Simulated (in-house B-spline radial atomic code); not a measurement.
A radial electron density 4πr²n(r) was computed for an atom or ion in its tabulated ground configuration with an all-electron radial atomic-structure program (B-spline basis); method: Dirac-Hartree-Fock, average of configuration. Columns: r (bohr), 4πr²n(r) (electrons per bohr), bar.

```
  0.0017   0.9688 #
 0.00202    1.326 #
 0.00239    1.793 ##
 0.00284    2.433 ##
 0.00338    3.292 ###
 0.00401    4.401 ####
 0.00476    5.843 #####
 0.00565    7.685 #######
 0.00671    10.01 #########
 0.00797    12.86 ############
 0.00946    16.27 ###############
  0.0112    20.14 ###################
  0.0133    24.51 #######################
  0.0158    29.09 ###########################
  0.0188    33.56 ###############################
  0.0223    37.32 ###################################
  0.0265    39.98 #####################################
  0.0315    41.02 ######################################
  0.0374     40.3 #####################################
  0.0444    38.16 ###################################
  0.0527    35.52 #################################
  0.0626    33.73 ###############################
  0.0743    34.15 ################################
  0.0883    37.34 ###################################
   0.105    42.39 #######################################
   0.124    46.68 ###########################################
   0.148    47.59 ############################################
   0.175     43.3 ########################################
   0.208    34.68 ################################
   0.247    25.63 ########################
   0.294    20.35 ###################
   0.349    20.46 ###################
   0.414    23.18 #####################
   0.492    24.03 ######################
   0.584    20.46 ###################
   0.693    13.76 #############
   0.823    7.084 #######
   0.977    2.719 ###
    1.16   0.7471 #
    1.38   0.1373 
    1.64  0.01638 
    1.94 0.001274
```

(1) Which atom or ion is it?
A. As13+
B. As12+
C. Ga12+
D. Kr13+

Results:

(1) B. The area under the curve, ∫4πr²n dr = ∫r·4πr²n d(ln r) on this logarithmic grid, is 21 electrons, which only this option has. The configuration is [Ar] 3d3.
